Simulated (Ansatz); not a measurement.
Ansatz (a quantum-chemistry and plane-wave program) input (CCSD(T)/aug-cc-pV(D+d)Z):
A basis named .json is the Basis Set Exchange file of that set.

Ansatz 0.2 input:
```yaml
crystal:
  periodic: [false, false, false]
  atoms:
    - {symbol: C, position_ang: [-2.42956915, 0.23161949, -0.22362836]}
    - {symbol: C, position_ang: [-1.02485410, 0.41971847, 0.35357583]}
    - {symbol: C, position_ang: [-0.01323258, -0.33430258, -0.50003007]}
    - {symbol: S, position_ang: [1.66925762, -0.19644793, 0.26799349]}
    - {symbol: H, position_ang: [-2.72075701, -0.81937018, -0.22368972]}
    - {symbol: H, position_ang: [-3.15000360, 0.77896397, 0.38257465]}
    - {symbol: H, position_ang: [-2.49480775, 0.60946303, -1.24472208]}
    - {symbol: H, position_ang: [-0.77171117, 1.48264684, 0.37504922]}
    - {symbol: H, position_ang: [-0.99174765, 0.05270141, 1.38202476]}
    - {symbol: H, position_ang: [0.06069889, 0.03953640, -1.51904958]}
    - {symbol: H, position_ang: [-0.19531939, -1.40974798, -0.51169328]}
    - {symbol: H, position_ang: [1.90783705, 1.11569498, 0.04633173]}
    - {symbol: H, position_ang: [2.45362390, -0.60893391, -0.75422594]}
basis:
  gaussian:
    orbitals: aug-cc-pV_D+d_Z.json
total_charge: 1
magnetization: {spin_polarized: false}
correlation: {method: ccsd_t, electrons: outside_noble_gas}
output: {forces: true}
```

Output:

```
Functional definition: HF
integrals: 0.75 GiB planned
1779 factors; integrals over basis functions are off by at most 1.0e-3 eV
mean field: 0.92 GiB planned
mean field evaluation 1: about -14037.0770 eV, gradient 5.2e1 eV
mean field evaluation 2: about -14037.1274 eV, gradient 5.2e1 eV
mean field evaluation 4: about -14044.5152 eV, gradient 4.1e0 eV
mean field evaluation 8: about -14044.5999 eV, gradient 3.0e-1 eV
mean field evaluation 16: about -14037.0717 eV, gradient 5.2e1 eV
mean field -14044.60038403 eV, -516.1295443411 hartree, gradient 1.5e-6 eV, S^2 0.000000; 0 other end points of the search recorded, 0 dependent functions left out
8 core orbitals not correlated
reference -14044.60038403 eV, -516.1295443411 hartree; 13, 13 occupied and 161, 161 virtual orbitals, 1779 factors
densities: 4.51 GiB planned
second order -16.18979498 eV of doubles, -0.00000000 eV of singles
coupled cluster: 2.25 GiB planned
cycle   1  -17.39888746 eV  change    -1.2e0 eV  update   8.7e-2
cycle   2  -17.89774596 eV  change   -5.0e-1 eV  update   2.6e-2
cycle   3  -17.96015717 eV  change   -6.2e-2 eV  update   9.3e-3
cycle   4  -17.96016931 eV  change   -1.2e-5 eV  update   2.6e-3
cycle   5  -17.95983436 eV  change    3.3e-4 eV  update   9.5e-4
cycle   6  -17.95974859 eV  change    8.6e-5 eV  update   3.2e-4
cycle   7  -17.95970302 eV  change    4.6e-5 eV  update   1.1e-4
cycle   8  -17.95970893 eV  change   -5.9e-6 eV  update   4.2e-5
cycle   9  -17.95970621 eV  change    2.7e-6 eV  update   1.4e-5
cycle  10  -17.95970019 eV  change    6.0e-6 eV  update   4.3e-6
perturbative correction -0.59294846 eV, -0.0217904539 hartree
the calculation of the forces begins
Total energy: -14063.15303267 eV, -516.8113416033 hartree
Atom 0 at    -2.429569     0.231619    -0.223628 Å, force     0.083562     0.014726     0.031526 eV/Å
Atom 1 at    -1.024854     0.419718     0.353576 Å, force    -0.053191    -0.011905    -0.019254 eV/Å
Atom 2 at    -0.013233    -0.334303    -0.500030 Å, force     0.182399     0.031422     0.065407 eV/Å
Atom 3 at     1.669258    -0.196448     0.267993 Å, force     0.045393    -0.109367     0.307528 eV/Å
Atom 4 at    -2.720757    -0.819370    -0.223690 Å, force    -0.112150    -0.479876     0.005894 eV/Å
Atom 5 at    -3.150004     0.778964     0.382575 Å, force    -0.310642     0.240464     0.268382 eV/Å
Atom 6 at    -2.494808     0.609463    -1.244722 Å, force    -0.010866     0.174286    -0.460790 eV/Å
Atom 7 at    -0.771711     1.482647     0.375049 Å, force     0.121245     0.468748    -0.003952 eV/Å
Atom 8 at    -0.991748     0.052701     1.382025 Å, force     0.022746    -0.175979     0.447155 eV/Å
Atom 9 at     0.060699     0.039536    -1.519050 Å, force     0.030580     0.186812    -0.453183 eV/Å
Atom 10 at    -0.195319    -1.409748    -0.511693 Å, force    -0.090065    -0.471712     0.006389 eV/Å
Atom 11 at     1.907837     1.115695     0.046332 Å, force     0.010951     0.192073    -0.044030 eV/Å
Atom 12 at     2.453624    -0.608934    -0.754226 Å, force     0.080036    -0.059691    -0.151072 eV/Å
Dipole moment:     0.866423    -0.015470    -0.192602 e Å
```

It need not be the lowest isomer of its formula.
